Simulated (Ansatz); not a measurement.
Ansatz (a quantum-chemistry and plane-wave program) input (RI-MP2/def2-QZVPP):
A basis named .json is the Basis Set Exchange file of that set.

Ansatz 0.2 input:
```yaml
crystal:
  periodic: [false, false, false]
  atoms:
    - {symbol: Si, position_ang: [0.21033708, -0.33409986, -0.80742728]}
    - {symbol: Br, position_ang: [-0.31526257, 0.50212832, 1.21108879]}
    - {symbol: O, position_ang: [0.72383228, 1.12944586, -1.30732407]}
    - {symbol: O, position_ang: [-1.05474990, -0.99134962, -1.57396690]}
    - {symbol: O, position_ang: [1.29768143, -1.53111305, -0.73780686]}
    - {symbol: H, position_ang: [-1.80379228, -0.42183211, -1.76997618]}
    - {symbol: H, position_ang: [2.15915273, -1.33112658, -0.36136704]}
basis:
  gaussian:
    orbitals: def2-QZVPP.json
    fitting: {mean_field: def2-universal-jkfit, correlation: def2-QZVPP-RIFIT.json}
magnetization: {spin_polarized: true, initial_magnetization: 1}
correlation: {method: mp2, electrons: outside_noble_gas}
```

End of the output:

```
integrals: 0.91 GiB planned
661 factors; integrals over basis functions are off by at most 1.3e0 eV
mean field: 2.05 GiB planned
mean field evaluation 1: about -84003.7195 eV, gradient 4.6e1 eV
mean field evaluation 2: about -84006.2288 eV, gradient 4.3e1 eV
mean field evaluation 4: about -84012.8531 eV, gradient 5.5e0 eV
mean field evaluation 8: about -84013.7600 eV, gradient 8.8e-1 eV
mean field evaluation 16: about -84013.7407 eV, gradient 2.8e0 eV
mean field evaluation 32: about -84013.7583 eV, gradient 1.0e0 eV
mean field -84013.77286020 eV, -3087.4492060318 hartree, gradient 7.8e-6 eV, S^2 0.759272; 6 other end points of the search recorded, 0 dependent functions left out
22 core orbitals not correlated
1000 factors; their error is unknown
reference -84013.77286020 eV, -3087.4492060318 hartree; 16, 15 occupied and 352, 353 virtual orbitals, 1000 factors
second order -27.72312334 eV of doubles, -0.00000000 eV of singles
Total energy: -84041.49598354 eV, -3088.4680120233 hartree
```

It need not be the lowest isomer of its formula.
